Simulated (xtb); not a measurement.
BeH2Se, SMILES [BeH][SeH]. All values are semi-empirical tight-binding results from xtb (GFN2-xTB unless named), good for trends rather than for accurate numbers. Coordinates come from a GFN2-xTB optimisation.

For metal compounds this method's bond lengths and energies can be far off.

| Quantity | Value |
|---|---|
| point group as xtb finds it | Cs |
| orbital gap | 4.17 eV |
| zero-point energy | 8.5 kcal/mol |
| G − E(el) at 298.15 K (modified RRHO) | -7.2 kcal/mol |
